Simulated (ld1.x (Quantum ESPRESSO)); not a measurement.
# tellurium (Te): what ld1.x (Quantum ESPRESSO) 7.5 does with a changed input

Command:

```bash
ld1.x < Te.in > Te.out
```

Input:

```
&input
   title='Te', zed=52., rel=1, dft='PBESOL', iswitch=3,
   config='[Kr] 4d10 5s1.5 5p4.5',
   nld=3, rlderiv=1.65, eminld=-14.0, emaxld=5.0, deld=0.04
 /
 &inputp
   pseudotype=3, lpaw=.true., tm=.true., lloc=-2, rcloc=1.10,
   nlcc=.true., new_core_ps=.true., rcore=1.05,
   which_augfun='BESSEL', rmatch_augfun=0.10,
   file_pseudopw='Te.UPF', file_wfcaegen='ae.wfc', file_wfcncgen='nc.wfc', file_beta='beta', file_chi='chi', file_wfcusgen='us.wfc'
 /
6
4S  1  0   2.00   0.00  1.35  1.50  0.0
5S  2  0   1.50   0.00  1.35  1.50  0.0
4P  2  1   6.00   0.00  1.25  1.30  0.0
5P  3  1   4.50   0.00  1.25  1.30  0.0
4D  3  2  10.00   0.00  1.05  1.45  0.0
4D  3  2   0.00   0.65  1.05  1.45  0.0
 &test
   configts(1)='4s2 4p6 4d10 5s1.5 5p4.5'
 /
```

This is an input that runs to its end, with one change: augmentation radius set to 0.10 bohr.

Q: How does the run end?

A: The program runs through. The occupied levels of the test differ from the all-electron ones by at most 0.00037 Ry (unchanged input: 0.00062 Ry).

```
     eps = 3.7E-15  iter = 14

     Etot =  -13582.834531 Ry,   -6791.417265 Ha, -184803.878365 eV
     Etotps =  -829.908896 Ry,    -414.954448 Ha,  -11291.485759 eV

     Ekin =     691.221375 Ry,     345.610687 Ha,    9404.545902 eV
     Encl =   -1615.761231 Ry,    -807.880615 Ha,  -21983.551468 eV
     Ehrt =     439.765539 Ry,     219.882769 Ha,    5983.314963 eV
     Ecxc =    -345.134578 Ry,    -172.567289 Ha,   -4695.795157 eV
     (Ecc =      -0.262113 Ry,      -0.131057 Ha,      -3.566232 eV)

     ---------------------- End of pseudopotential test ----------------------
```
